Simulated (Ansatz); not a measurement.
`[SeH][SiH]1BC1` + `[OH][InH][F]` → `O[SiH]1BC1` + `[F][InH][SeH]`  (redistribution)

Gas-phase electronic energies from Ansatz, PBE0-D4/def2-TZVP geometries. CBS: MP2 limit from def2 TZ/QZ plus the TZ coupled-cluster correction, frozen cores. Functionals use def2-TZVPP. def2 core potentials past Kr. For In, Se outer-core shells are correlated without core-valence functions, which leaves a few kJ/mol of doubt a bond. Scalar relativity is left out up to krypton. Each species was taken in one conformer, which may not be the lowest.

`[SeH][SiH]1BC1`:

Cartesian coordinates in Å:
```
Se -1.917 -1.637 0.729
Si -0.425 -0.426 -0.474
B -0.240 1.449 -0.369
C 1.035 0.930 0.166
H -1.199 -2.898 0.500
H 0.430 -1.361 -1.236
H -0.905 2.371 -0.029
H 1.701 0.223 -0.335
H 1.519 1.349 1.048
```

`[OH][InH][F]`:

Cartesian coordinates in Å:
```
O -0.051 -1.440 0.138
In 0.072 0.510 -0.082
F 1.699 0.845 -1.091
H -0.826 -1.724 0.629
H -0.894 1.809 0.406
```

`O[SiH]1BC1`:

Cartesian coordinates in Å:
```
O -0.009 -1.883 -0.605
Si 0.562 -0.342 -0.569
B 0.809 0.705 0.978
C -0.652 0.682 0.743
H -0.427 -2.169 -1.419
H 0.755 0.098 -1.980
H 1.512 1.589 1.345
H -1.254 -0.226 0.622
H -1.298 1.548 0.885
```

`[F][InH][SeH]`:

Cartesian coordinates in Å:
```
F 1.432 -0.450 -1.171
In 0.281 0.696 -0.084
Se -1.465 -0.706 0.982
H 0.646 2.353 -0.055
H -0.894 -1.893 0.329
```

```
             level  ΔE (kJ/mol)
           PBE0-D4        -95.1
           ωB97X-V        -98.0
               PBE        -86.5
     HF/def2-TZVPP       -119.5
    MP2/def2-TZVPP        -92.6
SCS-MP2/def2-QZVPP        -93.4
      HF/CBS(def2)       -119.2
    CCSD/CBS(def2)        -98.3
```

Task: What does CCSD(T)/CBS give? (Best estimate.)

Result: The calculation gave: -93.2 kJ/mol. The listed levels differ from it by -1.9, -4.8, 6.7, -26.3, 0.6, -0.2, -26.0, -5.1 kJ/mol.

Largest T1 diagnostic among the species: 0.017.

From PBE to PBE0 (25 % exact exchange), in def2-TZVPP and without D4, ΔE moves by −9.9 kJ/mol. In def2-TZVPP, CCSD(T) changes the Hartree–Fock value by +25.1 kJ/mol (the triples alone add +5.1 kJ/mol) and MP2 by +26.8 kJ/mol.
